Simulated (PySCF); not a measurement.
PySCF input (BP86/6-31G* (5d)):

```python
from pyscf import gto, dft

mol = gto.M(
    atom='''
    C    -2.01841000   -0.14915600    0.27296700
    C    -0.77198500    0.03139200    0.05420300
    C     0.55209100    0.04112100   -0.07484700
    C     1.76745600    0.06286300   -0.20057400
    H     2.82509200    0.08267800   -0.31049200
    ''',
    basis='6-31g*',
    charge=0,
    spin=1,
    verbose=4,
)

mf = dft.UKS(mol, xc='bp86')
mf.grids.level = 3
mf.conv_tol = 1e-9
mf.max_cycle = 100
mf.max_memory = 1500
mf.kernel()
if not mf.converged:
    mf = mf.newton()
    mf.kernel(mf.make_rdm1())
mo, _, stable, _ = mf.stability(return_status=True)
if not stable:
    mf.kernel(mf.make_rdm1(mo, mf.mo_occ))
    stable = mf.stability(return_status=True)[2]
mf.dip_moment()
```

Output:

```
PySCF version 2.14.0

[INPUT] verbose = 4
[INPUT] num. atoms = 5
[INPUT] num. electrons = 25
[INPUT] charge = 0
[INPUT] spin (= nelec alpha-beta = 2S) = 1
[INPUT] symmetry False subgroup None
[INPUT] Mole.unit = angstrom
[INPUT] Symbol           X                Y                Z      unit          X                Y                Z       unit  Magmom
[INPUT]  1 C     -2.018410000000  -0.149156000000   0.272967000000 AA   -3.814242107083  -0.281863989836   0.515832871044 Bohr   0.0
[INPUT]  2 C     -0.771985000000   0.031392000000   0.054203000000 AA   -1.458840222272   0.059322282502   0.102428825130 Bohr   0.0
[INPUT]  3 C      0.552091000000   0.041121000000  -0.074847000000 AA    1.043300785837   0.077707427968  -0.141440331245 Bohr   0.0
[INPUT]  4 C      1.767456000000   0.062863000000  -0.200574000000 AA    3.340007777219   0.118793853369  -0.379029927709 Bohr   0.0
[INPUT]  5 H      2.825092000000   0.082678000000  -0.310492000000 AA    5.338650156700   0.156238776527  -0.586744843868 Bohr   0.0

nuclear repulsion = 70.4878649688419
number of shells = 26
number of NR pGTOs = 112
number of NR cGTOs = 58
basis = 6-31g*
ecp = {}

******** <class 'pyscf.dft.uks.UKS'> ********
method = UKS
initial guess = minao
damping factor = 0
level_shift factor = 0
DIIS = <class 'pyscf.scf.diis.CDIIS'>
diis_start_cycle = 1
diis_space = 8
diis_damp = 0
SCF conv_tol = 1e-09
SCF conv_tol_grad = None
SCF max_cycles = 100
direct_scf = True
direct_scf_tol = 1e-13
number electrons alpha = 13  beta = 12
XC library pyscf.dft.libxc version 7.1.2
    S. Lehtola, C. Steigemann, M. J. T. Oliveira, and M. A. L. Marques,  SoftwareX 7, 1–5 (2018)
XC functionals = bp86
    A. D. Becke,  Phys. Rev. A 38, 3098 (1988)
    J. P. Perdew,  Phys. Rev. B 33, 8822 (1986)
    J. P. Perdew,  Phys. Rev. B 34, 7406–7406 (1986)
radial grids:
    Treutler-Ahlrichs [JCP 102, 346 (1995); DOI:10.1063/1.469408] (M4) radial grids

becke partition: Becke, JCP 88, 2547 (1988); DOI:10.1063/1.454033
pruning grids: <function nwchem_prune>
grids dens level: 3
symmetrized grids: False
atomic radii adjust function: <function treutler_atomic_radii_adjust>
small_rho_cutoff = 0
Set gradient conv threshold to 3.16228e-05
tot grids = 66280
init E= -153.231458552946
  alpha nocc = 13  HOMO = -0.288908481186936  LUMO = -0.113041393145611

WARN: beta  nocc = 12  HOMO -0.289198560582889 >= LUMO -0.288908481186936

WARN: HOMO -0.288908481186936 >= LUMO -0.288908481186936

cycle= 1 E= -152.727376431162  delta_E= 0.504  |g|= 0.208  |ddm|= 3.26
  alpha nocc = 13  HOMO = -0.159144679981738  LUMO = -0.0372363857446132
  beta  nocc = 12  HOMO = -0.192805591925509  LUMO = -0.148168822584103
  HOMO = -0.159144679982  LUMO = -0.148168822584  gap/eV = 0.29867
cycle= 2 E= -152.324816144716  delta_E= 0.403  |g|= 0.717  |ddm|= 1.32
  alpha nocc = 13  HOMO = -0.218607076420369  LUMO = -0.048075316716079
  beta  nocc = 12  HOMO = -0.210843828927705  LUMO = -0.203280042436905
  HOMO = -0.210843828928  LUMO = -0.203280042437  gap/eV = 0.20582
cycle= 3 E= -152.734061419429  delta_E= -0.409  |g|= 0.204  |ddm|= 1.24
  alpha nocc = 13  HOMO = -0.243565756437068  LUMO = -0.0696828590675582
  beta  nocc = 12  HOMO = -0.231779810987931  LUMO = -0.221700736923377
  HOMO = -0.231779810988  LUMO = -0.221700736923  gap/eV = 0.27427
cycle= 4 E= -152.704949066484  delta_E= 0.0291  |g|= 0.272  |ddm|= 0.85
  alpha nocc = 13  HOMO = -0.24432112864943  LUMO = -0.0711221212830475
  beta  nocc = 12  HOMO = -0.236430346379686  LUMO = -0.225880127160232
  HOMO = -0.23643034638  LUMO = -0.22588012716  gap/eV = 0.28709
cycle= 5 E= -152.759076462309  delta_E= -0.0541  |g|= 0.0542  |ddm|= 0.573
  alpha nocc = 13  HOMO = -0.243825149982242  LUMO = -0.0698043221016436
  beta  nocc = 12  HOMO = -0.236168576200535  LUMO = -0.225205402563502
  HOMO = -0.236168576201  LUMO = -0.225205402564  gap/eV = 0.29832
cycle= 6 E= -152.760851690133  delta_E= -0.00178  |g|= 0.0274  |ddm|= 0.129
  alpha nocc = 13  HOMO = -0.244116500320436  LUMO = -0.0703195441765203
  beta  nocc = 12  HOMO = -0.23644445139105  LUMO = -0.223995681322067
  HOMO = -0.236444451391  LUMO = -0.223995681322  gap/eV = 0.33875
cycle= 7 E= -152.761259088977  delta_E= -0.000407  |g|= 0.012  |ddm|= 0.0589
  alpha nocc = 13  HOMO = -0.244351824628355  LUMO = -0.0702659396610041
  beta  nocc = 12  HOMO = -0.236569619889171  LUMO = -0.223495497717
  HOMO = -0.236569619889  LUMO = -0.223495497717  gap/eV = 0.35576
cycle= 8 E= -152.761373642938  delta_E= -0.000115  |g|= 0.00407  |ddm|= 0.0266
  alpha nocc = 13  HOMO = -0.244018717504391  LUMO = -0.0701100595507396
  beta  nocc = 12  HOMO = -0.236147359096548  LUMO = -0.222905558811853
  HOMO = -0.236147359097  LUMO = -0.222905558812  gap/eV = 0.36033
cycle= 9 E= -152.761384740044  delta_E= -1.11e-05  |g|= 0.0022  |ddm|= 0.0123
  alpha nocc = 13  HOMO = -0.244062908757244  LUMO = -0.0700129399679899
  beta  nocc = 12  HOMO = -0.236131006239981  LUMO = -0.222701691598272
  HOMO = -0.23613100624  LUMO = -0.222701691598  gap/eV = 0.36543
cycle= 10 E= -152.761385669103  delta_E= -9.29e-07  |g|= 0.00242  |ddm|= 0.00876
  alpha nocc = 13  HOMO = -0.244116862592056  LUMO = -0.0700753203069491
  beta  nocc = 12  HOMO = -0.236165842891228  LUMO = -0.22268601806259
  HOMO = -0.236165842891  LUMO = -0.222686018063  gap/eV = 0.36680
cycle= 11 E= -152.761388830286  delta_E= -3.16e-06  |g|= 0.0013  |ddm|= 0.00304
  alpha nocc = 13  HOMO = -0.244065851050814  LUMO = -0.0700279498050311
  beta  nocc = 12  HOMO = -0.23610237998543  LUMO = -0.222626751397446
  HOMO = -0.236102379985  LUMO = -0.222626751397  gap/eV = 0.36669
cycle= 12 E= -152.761389667621  delta_E= -8.37e-07  |g|= 0.000695  |ddm|= 0.00183
  alpha nocc = 13  HOMO = -0.244065640684808  LUMO = -0.0700303158190994
  beta  nocc = 12  HOMO = -0.236094733602696  LUMO = -0.222634948899434
  HOMO = -0.236094733603  LUMO = -0.222634948899  gap/eV = 0.36626
cycle= 13 E= -152.761389997678  delta_E= -3.3e-07  |g|= 0.000142  |ddm|= 0.00135
  alpha nocc = 13  HOMO = -0.244074624850541  LUMO = -0.0700382095261438
  beta  nocc = 12  HOMO = -0.236102881921637  LUMO = -0.222644625684309
  HOMO = -0.236102881922  LUMO = -0.222644625684  gap/eV = 0.36622
cycle= 14 E= -152.761390000542  delta_E= -2.86e-09  |g|= 8.73e-05  |ddm|= 0.000313
  alpha nocc = 13  HOMO = -0.244067748034276  LUMO = -0.0700306710209762
  beta  nocc = 12  HOMO = -0.236096226642536  LUMO = -0.222637587109953
  HOMO = -0.236096226643  LUMO = -0.22263758711  gap/eV = 0.36623
cycle= 15 E= -152.761390012148  delta_E= -1.16e-08  |g|= 6.3e-05  |ddm|= 0.000119
  alpha nocc = 13  HOMO = -0.244067328688812  LUMO = -0.0700305753273076
  beta  nocc = 12  HOMO = -0.236095874642418  LUMO = -0.222637936689669
  HOMO = -0.236095874642  LUMO = -0.22263793669  gap/eV = 0.36621
cycle= 16 E= -152.761390006363  delta_E= 5.78e-09  |g|= 2.68e-05  |ddm|= 0.000117
  alpha nocc = 13  HOMO = -0.24406696600622  LUMO = -0.070029481322099
  beta  nocc = 12  HOMO = -0.236095739818512  LUMO = -0.222637788652392
  HOMO = -0.236095739819  LUMO = -0.222637788652  gap/eV = 0.36621
cycle= 17 E= -152.761390015417  delta_E= -9.05e-09  |g|= 1.05e-05  |ddm|= 0.000109
  alpha nocc = 13  HOMO = -0.244066506171823  LUMO = -0.0700292158248321
  beta  nocc = 12  HOMO = -0.236095417798055  LUMO = -0.222637329482107
  HOMO = -0.236095417798  LUMO = -0.222637329482  gap/eV = 0.36621
cycle= 18 E= -152.761390015503  delta_E= -8.61e-11  |g|= 3.27e-06  |ddm|= 1.85e-05
  alpha nocc = 13  HOMO = -0.244066854055868  LUMO = -0.070029326289859
  beta  nocc = 12  HOMO = -0.236095819974967  LUMO = -0.222637975678305
  HOMO = -0.236095819975  LUMO = -0.222637975678  gap/eV = 0.36621
Extra cycle  E= -152.761390015299  delta_E= 2.03e-10  |g|= 1.68e-05  |ddm|= 2.97e-05
converged SCF energy = -152.761390015299  <S^2> = 0.76570913  2S+1 = 2.0156479
uhf_internal: lowest eigs of H = [0.00333604 0.04901571 0.190798  ]
<class 'pyscf.dft.uks.UKS'> wavefunction is stable in the internal stability analysis
Dipole moment(X, Y, Z, Debye):  3.67375,  0.49208, -0.62206
```

The geometry given is a B3LYP-D3(BJ)/def2-TZVP minimum.
